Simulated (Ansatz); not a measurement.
A nudged elastic band was laid between two geometries of C2H9BSeSi (14 atoms, charge 0, multiplicity 1).

Theory: Ansatz, RKS PBE-D4/def2-SVP.

```yaml
movable_images: 9
climbing_image: yes
spring: 5.0 eV/Å²
optimiser: quadratic models (default)
start_path: through a guess of the saddle point
force_threshold: 0.05 eV/Å
iteration_limit: 60
end_points: relaxed
```

Image 0:

```xyz
14
Properties=species:S:1:pos:R:3
C -1.148 1.115 1.035
C 0.301 0.798 1.376
Se 0.654 -1.153 1.544
B 0.695 -1.782 -0.245
Si 0.461 -0.715 -1.937
H -1.299 2.214 0.987
H -1.848 0.708 1.793
H -1.435 0.695 0.050
H 1.004 1.187 0.615
H 0.595 1.217 2.359
H 0.880 -2.984 -0.297
H -0.948 -0.903 -2.455
H 1.398 -1.197 -3.018
H 0.675 0.771 -1.778
```

Image 10:

```xyz
14
Properties=species:S:1:pos:R:3
C -1.173 1.069 1.069
C 0.270 0.732 1.415
Se 0.615 -1.225 1.501
B 0.699 -1.769 -0.314
Si 0.507 -0.625 -1.960
H -1.447 0.695 0.061
H -1.320 2.170 1.069
H -1.884 0.629 1.797
H 0.985 1.152 0.681
H 0.552 1.105 2.420
H 0.883 -2.968 -0.418
H -0.884 -0.795 -2.529
H 1.476 -1.050 -3.035
H 0.707 0.853 -1.729
```

Problem. Which bonds break or form, and what moves?

Solution. No bond is made or broken. The dihedral H8–C1–C2–Se3 goes from -63 to 58°. The two ends are copies of one structure, up to a mirror image or an exchange of like atoms.

Problem. What energy profile does the band end with?

Solution. The run converged. The highest image is number 5 of 0 to 10, 0.177 eV above the ends, which have the same energy within 2 meV. A vibrational analysis at the climbing image gives one clearly imaginary mode, 239i cm⁻¹, and a faint second one (30i cm⁻¹) that may be numerical noise or a soft torsion: probably a first-order saddle point.

```json
{"image": "0", "path coordinate (Å)": "0.00", "energy (eV)": "0.000", "dihedral H8–C1–C2–Se3 (°)": "-63"}
{"image": "1", "path coordinate (Å)": "0.97", "energy (eV)": "0.007", "dihedral H8–C1–C2–Se3 (°)": "-63"}
{"image": "2", "path coordinate (Å)": "1.93", "energy (eV)": "0.023", "dihedral H8–C1–C2–Se3 (°)": "-63"}
{"image": "3", "path coordinate (Å)": "2.90", "energy (eV)": "0.036", "dihedral H8–C1–C2–Se3 (°)": "-62"}
{"image": "4", "path coordinate (Å)": "3.86", "energy (eV)": "0.093", "dihedral H8–C1–C2–Se3 (°)": "-38"}
{"image": "5", "path coordinate (Å)": "4.83", "energy (eV)": "0.177", "dihedral H8–C1–C2–Se3 (°)": "-4"}
{"image": "6", "path coordinate (Å)": "5.68", "energy (eV)": "0.107", "dihedral H8–C1–C2–Se3 (°)": "28"}
{"image": "7", "path coordinate (Å)": "6.54", "energy (eV)": "0.034", "dihedral H8–C1–C2–Se3 (°)": "53"}
{"image": "8", "path coordinate (Å)": "7.39", "energy (eV)": "0.017", "dihedral H8–C1–C2–Se3 (°)": "57"}
{"image": "9", "path coordinate (Å)": "8.25", "energy (eV)": "0.005", "dihedral H8–C1–C2–Se3 (°)": "57"}
{"image": "10", "path coordinate (Å)": "9.10", "energy (eV)": "0.000", "dihedral H8–C1–C2–Se3 (°)": "58"}
```

Problem. What is the geometry of the highest image?

Solution. 
```xyz
14
Properties=species:S:1:pos:R:3:forces:R:3
C -1.124 1.328 1.670 0.02 -0.01 -0.02
C 0.157 0.615 1.204 -0.01 0.03 0.01
Se -0.019 -1.366 1.176 0.00 -0.02 -0.01
B 0.288 -1.890 -0.619 0.00 0.01 0.00
Si 0.736 -0.713 -2.192 -0.01 0.00 0.00
H -1.476 2.046 0.903 -0.01 0.00 0.01
H -0.960 1.892 2.609 0.00 0.00 0.00
H -1.957 0.620 1.854 0.00 0.00 0.00
H 0.460 0.916 0.184 0.00 -0.01 0.00
H 1.014 0.812 1.877 0.00 0.00 0.00
H 0.213 -3.099 -0.743 0.00 0.00 0.00
H 0.223 -1.292 -3.486 0.00 0.00 0.00
H 2.237 -0.590 -2.323 0.00 0.00 0.00
H 0.195 0.692 -2.084 0.01 0.00 0.00
```

The band took 13 iterations and roughly 4 core-minutes.

The run took 2.2 min on 2 threads of AMD EPYC 9R45 96-Core Processor (Zen 5), with other jobs on the host, peak memory 0.21 GiB.
